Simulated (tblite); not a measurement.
Compound: C₅H₇N₂ (doublet state).
Atom-mapped SMILES: `[CH2:1]/[N:2]=[CH:3]\[C:4]#[C:5][CH2:6][NH2:7]` (hydrogens: H8, H9 on C1; H10 on C3; H11, H12 on C6; H13, H14 on N7)

Structure optimised with GFN2-xTB, isolated species. This method treats the open shell by occupation alone, without spin polarisation.

Q: List the bond lengths, angles and torsions at this level.

A: 
```
          bond  length (Å)   order
         C1–N2       1.280  single
         N2=C3       1.319  double
         C3–C4       1.388  single
         C4≡C5       1.214  triple
         C5–C6       1.454  single
         C6–N7       1.458  single
         C1–H8       1.077  single
         C1–H9       1.088  single
        C3–H10       1.082  single
C6–H11, C6–H12       1.097  single
N7–H13, N7–H14       1.015  single
```

Bonds in one row agree within 0.01 Å and their mean is given. Orders are formal, as drawn. A selection of angles:
```
     angle  degrees
  N2–C1–H8    117.9
  N2–C1–H9    123.8
  H8–C1–H9    118.3
  C1–N2–C3    128.5
  N2–C3–C4    124.5
 N2–C3–H10    116.3
 C4–C3–H10    118.9
  C3–C4–C5    174.0
  C4–C5–C6    172.5
  C5–C6–N7    114.1
 C5–C6–H11    109.7
 N7–C6–H11    108.0
H11–C6–H12    108.0
 C6–N7–H13    110.2
H13–N7–H14    107.7
```

Torsions: C1–N2–C3–C4 26° (synperiplanar). The mirror-image conformer, all signs reversed, is as good.

C1 (carbon bonded to N and 2 H) is planar (angles 123.8°, 118.3° and 117.9°, sum 359.9°, 0.02 Å off the plane of its three neighbours). N7 (nitrogen bonded to C and 2 H) is pyramidal (angles 110.4°, 110.2° and 107.7°, sum 328.3°, 0.38 Å off the plane of its three neighbours). Of the pairs four or more bonds apart, C4···H9 is among the closest relative to their van der Waals radii: 2.87 Å, 99 % of the sum of Bondi's values. C3 (carbon bonded to C, N and H) is planar (angles 124.5°, 118.9° and 116.3°, sum 359.7°, 0.04 Å off the plane of its three neighbours). The 3 C–C bonds span 1.214 Å (C4≡C5, drawn triple in a drawing that doesn't fit all lengths) to 1.454 Å (C5–C6, drawn single in a drawing that doesn't fit all lengths), a spread of 0.240 Å. The C–N distances run from 1.280 Å (C1–N2, drawn single in a drawing that doesn't fit all lengths) to 1.458 Å (C6–N7, drawn single in a drawing that doesn't fit all lengths), a spread of 0.178 Å.

Point group: C1 (no symmetry element, even within 0.4 Å). Its lowest GFN2-xTB frequency is 10 cm⁻¹, too small to tell a flat minimum from a shallow saddle. Torsions: H–C1–N2–C3 -168° and 15°, C5–C6–N7–H -58° and 61°.

All values are computed, not measured.
